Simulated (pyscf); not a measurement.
**Cl–GeH=Se, singlet**

Gas-phase minimum from PySCF at ωB97X-D3(BJ)/def2-SVP, one conformer. Cl–GeH=Se lies 13.5 kcal/mol over its isomer Cl–Ge:–SeH [singlet] (electronic energy, ωB97M-D3(BJ)). 

```xyz
4

Cl     1.8576     0.2982    -1.2784
Ge     0.5271    -0.2887     0.2916
Se     1.0960    -0.5240     2.3230
H     -0.8287    -0.4735    -0.3914
```
Charge 0, spin multiplicity 1.

Bond lengths (Å): Cl1–Ge2 2.140, Ge2–Se3 2.123, Ge2–H4 1.529. Angles (°): Cl1–Ge2–Se3 124.5, Cl1–Ge2–H4 104.9, Se3–Ge2–H4 130.7.

Properties at ωB97X-D3(BJ)/def2-SVP:

```
Item                                                                                                                                                Value
---------------------------------------------------------------------------------------------------------------------  ----------------------------------
Harmonic wavenumbers, unscaled                                                                                         136, 395, 428, 477, 767, 2210 cm⁻¹
Zero-point energy                                                                                                                            6.3 kcal/mol
Rotational symmetry number                                                                                                                              1
Entropy of this conformer at 298 K and 1 atm, rigid rotor and harmonic oscillator, modes under 100 cm⁻¹ raised to 100                     311.8 J/(mol K)
Dipole moment                                                                                                                                      2.20 D
```

Single-point totals, which compare only within one level (frozen core for MP2 and CC):

```json
[
 {"level": "ωB97X-D3(BJ)/def2-TZVP", "total energy (hartree)": "-4939.31293"},
 {"level": "PBE/def2-TZVP", "total energy (hartree)": "-4938.56905"},
 {"level": "r²SCAN/def2-TZVP", "total energy (hartree)": "-4939.38000"},
 {"level": "B3LYP-D3(BJ)/def2-TZVP", "total energy (hartree)": "-4939.53226"},
 {"level": "PBE0-D3(BJ)/def2-TZVP", "total energy (hartree)": "-4938.73622"},
 {"level": "M06-2X/def2-TZVP", "total energy (hartree)": "-4939.44252"},
 {"level": "ωB97M-D3(BJ)/def2-TZVP", "total energy (hartree)": "-4939.50619"},
 {"level": "HF/def2-TZVPP", "total energy (hartree)": "-4935.36418"},
 {"level": "MP2/def2-TZVPP", "total energy (hartree)": "-4936.05746"},
 {"level": "CCSD/def2-TZVPP", "total energy (hartree)": "-4936.07444"},
 {"level": "CCSD(T)/def2-TZVPP", "total energy (hartree)": "-4936.10614"}
]
```

The CCSD(T) − MP2 part came from Ansatz, without density fitting, on the same reference. The frozen core leaves the outer d or s,p core shells of the metals and heavy elements correlated in the MP2 and CC values, and def2-TZVPP describes them poorly, so these totals are far from the basis limit. Elements up to Kr have no core potential and no relativistic terms here.
